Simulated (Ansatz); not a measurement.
The same path of GaH5N2 + H4Si (13 atoms, charge 0, multiplicity 1) was run twice with different band settings. Lost on the way: Ga1–H2, Si9–H13. Made: Ga1–Si9, H2–H13.

Level of theory: RKS BLYP/def2-SVP in Ansatz.

Relaxed end points:

```xyz
13
Properties=species:S:1:pos:R:3
Ga 0.240 -0.951 -0.382
H 0.067 -2.075 0.695
N 1.653 -0.953 -1.556
H 2.442 -1.596 -1.468
H 1.865 -0.191 -2.204
N -0.928 0.489 -0.480
H -1.868 0.401 -0.082
H -0.962 1.083 -1.313
Si -0.386 3.207 1.514
H -0.230 4.447 2.353
H 0.227 3.471 0.174
H -1.850 2.922 1.376
H 0.311 2.079 2.207
```

```xyz
13
Properties=species:S:1:pos:R:3
Ga 0.264 1.069 -0.504
H -0.978 -1.445 2.219
N 1.679 0.399 -1.481
H 1.804 -0.592 -1.701
H 2.536 0.926 -1.658
N -1.028 -0.194 -0.061
H -1.079 -1.103 -0.532
H -1.964 0.098 0.232
Si 0.125 3.369 0.237
H 1.047 3.626 1.397
H 0.506 4.321 -0.863
H -1.271 3.712 0.680
H -1.058 -1.854 2.867
```

Common settings: movable images 7; climbing image yes; spring 5.0 eV/Å²; optimiser quadratic models (default); start path through a guess of the saddle point; iteration limit 60; end points relaxed.

| run | force threshold |
| --- | --- |
| 1 | 0.05 eV/Å |
| 2 | 0.5 eV/Å |

Q: What does each run give, and how far can it be trusted?

A: Run 1: converged after 28 iterations, highest image 2.111 eV above the first end. The profile has 2 maxima (images 4, 6) with wells between them (image 5): this band takes more than one step, which may be the mechanism or a detour left from its start path. Neighbouring images differ by up to 1.8 eV, so the band resolves the path poorly. A vibrational analysis at the climbing image gives 2 clearly imaginary modes (1228i, 60i cm⁻¹): a point of higher order. A lower path may pass nearby, or the ends, which weren't checked, may share the extra mode.
Run 2: converged after 20 iterations, highest image 2.165 eV above the first end. The threshold of 0.5 eV/Å is loose, so the images may lie well off the minimum-energy path. The profile has 2 maxima (images 4, 6) with wells between them (image 5): this band takes more than one step, which may be the mechanism or a detour left from its start path. Neighbouring images differ by up to 1.8 eV, so the band resolves the path poorly. The order of the point at the top wasn't checked.
The orbitals stay closed-shell, which can raise the energy where a bond breaks towards radicals; this wasn't checked here.
